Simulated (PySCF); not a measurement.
C3H10GeO, SMILES [CH2]([GeH3])COC, singlet (GFN2-xTB optimised geometry):

```
15

C      2.436     0.445     0.820
O      1.050     0.264     0.720
C      0.666    -0.887     0.000
C     -0.850    -0.887     0.000
Ge    -1.428     1.005     0.000
H      2.899     0.530    -0.171
H      2.903    -0.389     1.358
H      2.594     1.368     1.374
H      1.089    -1.788     0.470
H      1.055    -0.826    -1.028
H     -1.228    -1.374     0.898
H     -1.237    -1.434    -0.858
H     -1.245     1.679     1.312
H     -2.899     1.062    -0.315
H     -0.735     1.788    -1.065
```

Calculation: PBE0/def2-TZVP (PySCF 2.14.0).

### Question
What are the frontier orbital energies and the dipole moment?

### Answer
HOMO-2 -8.72 eV, HOMO-1 -8.41 eV, HOMO -7.62 eV, LUMO 1.05 eV, LUMO+1 1.36 eV; dipole moment 2.07 D.

Meta-Löwdin charges at PBE0/def2-TZVP: C1 -0.13, O2 -0.38, C3 0.01, C4 -0.41, Ge5 0.37, H6 0.10, H7 0.10, H8 0.13, H9 0.09, H10 0.09, H11 0.12, H12 0.12, H13 -0.06, H14 -0.09, H15 -0.07.
